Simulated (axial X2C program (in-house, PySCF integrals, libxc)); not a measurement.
**Potential curves of CuH⁻, with spin–orbit coupling**

All values were computed with an axial X2C code built on PySCF integrals. Two-component (2c) means X2C with spin–orbit coupling and atomic mean-field two-electron Coulomb and Gaunt terms. Basis: Cu dyall-acv3z [10s10p7d4f2g], H dyall-av3z [7s3p2d] (cores contracted in-house); Gaussian nuclei, density fitting, unrestricted open shells. Masses: Cu 62.930 u, H 1.008 u.

State: Ω = 1/2 (⟨Sz⟩ = 0.50, ⟨Lz⟩ = 0.00 at PBE0). Energies in cm⁻¹ from the fragments at the same level (Cu- + H). Fits are polynomials in 1 − R0/R over 0.85 to 1.23 times the lowest point R0.

```
 R (Å)    PBE0
1.3276  -14638
1.3887  -15886
1.4344  -16433
1.4802  -16721
1.5260  -16801
1.5794  -16688
1.6328  -16404
1.7015  -15859
1.7854  -15013
1.9075  -13608
```

The state is one determinant whose occupation by symmetry is held fixed; it was picked as the lowest of a PBE0 search that is not exhaustive. Dissociation energies refer to the lowest single-determinant-based atoms at the same level and basis. Density functionals use the spin component along the axis (collinear). The highest occupied level of some functionals is positive through self-interaction error; at Hartree–Fock it is bound.

Question: Fit the PBE0 curve near its minimum: give the equilibrium distance, the harmonic wavenumber and the well depth.

Answer: At PBE0, 2c: Re = 1.523 Å, ωe ≈ 1650 cm⁻¹, De = 2.08 eV to Cu- + H; Be follows as 7.32 cm⁻¹.
